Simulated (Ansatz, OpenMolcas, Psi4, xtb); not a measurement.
Computed against measured: dipole moment

6 molecules without hydrogen; the dipole moment in D, computed less measured. Shapes, held fixed at every level: PBE0-D4/def2-TZVP. No vibrational averaging. Dipoles are compared by magnitude; molecules under 1 D, whose direction can flip, are left out. Programs: Ansatz 0.2.0, OpenMolcas 26.06, Psi4 1.11, xtb 6.7.1. A level may come from different programs for different species; with the same settings they agree closely. Measured values: NIST CCCBDB.

Levels: A = GFN0-xTB; B = PBE-D4/def2-TZVPP; C = B3LYP/6-31G* (spherical functions); D = B3LYP-D4/def2-TZVPP; E = wB97M-V/def2-TZVPP.

```csv
molecule,measured,A,B,C,D,E
CuF (fluorocopper),5.77,+0.74,-1.19,-1.66,-0.67,-0.38
NS (Mononitrogen monosulfide),1.81,+3.90,+0.02,-0.08,+0.08,+0.11
SF2 (sulfur difluoride),1.05,+0.09,-0.15,+0.09,+0.07,+0.10
NOF (nitrosyl fluoride),1.81,+2.24,-0.55,-0.70,-0.42,-0.36
SCl2O2 (sulfuryl chloride),1.81,-0.30,-0.18,-0.33,+0.05,+0.14
C2F3N (cyanotrifluoromethane),1.33,+1.29,+0.15,+0.14,+0.07,+0.07
```

(1) Which level does best on this set, which worst, and which err to one side?

Answers

(1) 
```csv
level,kind,mean error,mean absolute error,worst case
GFN0-xTB,semi-empirical,+1.327,1.427,NS
PBE-D4/def2-TZVPP,GGA,-0.317,0.373,CuF
B3LYP/6-31G* (spherical functions),global hybrid,-0.423,0.500,CuF
B3LYP-D4/def2-TZVPP,global hybrid,-0.137,0.227,CuF
wB97M-V/def2-TZVPP,range-separated hybrid,-0.053,0.193,CuF
```

On this set wB97M-V/def2-TZVPP has the smallest mean absolute error and GFN0-xTB the largest. GFN0-xTB is too high in 5 of 6; PBE-D4/def2-TZVPP is too low in 4 of 6; B3LYP/6-31G* (spherical functions) is too low in 4 of 6; B3LYP-D4/def2-TZVPP is too high in 4 of 6; wB97M-V/def2-TZVPP is too high in 4 of 6. The tabulated values of NOF, C2F3N are in doubt (older tables, estimates, or at odds with other calculations) and kept here. Over the 4 molecules whose values aren't doubted the mean absolute errors are A 1.257; B 0.385; C 0.540; D 0.218; E 0.182. The smallest two are near a tie. Open shells run unrestricted. Relativity is left out for Cu. The set is small.
